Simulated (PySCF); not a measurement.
C₁₀H₈, SMILES c1ccc2c(cccc2)c1.

The structure is a stationary point at r2SCAN-D4/def2-SVP.

These are TDA-B3LYP/def2-SVP in PySCF values and carry that method's errors.

Vertical excitations. Isolated molecule, no solvent. State labels are in the subgroup D2h.

**Question.** Give excitation energies, oscillator strengths and character. (The exact figures need the calculation; the answer reports its results.)

**Answer.** 
```tsv
state	symmetry	energy (eV)	λ (nm)	f	main pairs
S1	B2u	4.49	276	0.000	HOMO−1→LUMO 50 %, HOMO→LUMO+1 50 %
S2	B1u	4.60	269	0.078	HOMO→LUMO 87 %
S3	B3g	5.72	217	0.000	HOMO→LUMO+2 53 %, HOMO−2→LUMO 47 %
S4	Ag	6.32	196	0.000	HOMO−2→LUMO+1 48 %, HOMO−1→LUMO+2 48 %
S5	B1u	6.51	190	0.237	HOMO−1→LUMO+1 81 %
S6	B2u	6.58	189	1.993	HOMO→LUMO+1 46 %, HOMO−1→LUMO 46 %
S7	B1g	6.67	186	0.000	HOMO−4→LUMO 99 %
S8	Au	6.80	182	0.000	HOMO→LUMO+3 99 %
S9	B3g	6.85	181	0.000	HOMO−2→LUMO 49 %, HOMO→LUMO+2 43 %
S10	B2g	6.87	181	0.000	HOMO−5→LUMO 98 %
T1	B1u	2.99	415	0	HOMO→LUMO 93 %
T2	B2u	4.01	309	0	HOMO−1→LUMO 59 %, HOMO→LUMO+1 40 %
T3	B2u	4.28	290	0	HOMO→LUMO+1 59 %, HOMO−1→LUMO 40 %
T4	B3g	4.41	281	0	HOMO−2→LUMO 50 %, HOMO→LUMO+2 47 %
```
Triplets are in the Tamm–Dancoff approximation.
